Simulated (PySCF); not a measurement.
Geometries of 2 isomers of C2H11Ge2N, from PBE0-D3(BJ)/def2-SVP geometry optimisation, gas phase in PySCF 2.14.0. One conformer each, no zero-point energy, no frequencies.

Question: Which is lower in electronic energy at this level?
A.
```xyz
16
angstrom
C     -2.155    0.352    0.940
N     -1.361    0.718   -0.208
Ge    -0.352   -0.548   -1.083
C      1.118   -1.004    0.116
Ge     1.801    0.569    1.065
H     -2.482    1.248    1.494
H     -3.061   -0.248    0.713
H     -1.548   -0.239    1.646
H     -1.835    1.375   -0.819
H      0.163    0.138   -2.362
H     -1.166   -1.816   -1.455
H      1.934   -1.462   -0.465
H      0.788   -1.754    0.852
H      3.167    0.230    1.703
H      2.002    1.742    0.088
H      0.836    0.992    2.186
```
B.
```xyz
16
angstrom
C     -2.289    0.397   -0.234
C     -1.543   -0.218    0.942
Ge     0.000   -1.293    0.385
N      1.151   -0.313   -0.664
Ge     2.194    1.090   -0.122
H     -1.616    1.012   -0.853
H     -3.117    1.045    0.096
H     -2.720   -0.376   -0.890
H     -1.163    0.567    1.619
H     -2.205   -0.857    1.550
H      0.787   -1.775    1.623
H     -0.457   -2.489   -0.477
H      1.000   -0.387   -1.664
H      2.670    0.766    1.307
H      1.434    2.439   -0.094
H      3.391    1.222   -1.084
```

Answer: B. That is `C[CH2][GeH2][NH][GeH3]`, 9.5 kcal/mol below the other.

| SMILES | atoms numbered as above | E (Eh) | relative (kcal/mol) | relative (kJ/mol) | dipole (D) |
| --- | --- | --- | --- | --- | --- |
| C[CH2][GeH2][NH][GeH3] | [CH3:1][CH2:2][GeH2:3][NH:4][GeH3:5] | -4290.29650 | 0.0 | 0.0 | 0.92 |
| C[NH][GeH2][CH2][GeH3] | [CH3:1][NH:2][GeH2:3][CH2:4][GeH3:5] | -4290.28135 | 9.5 | 39.8 | 1.05 |
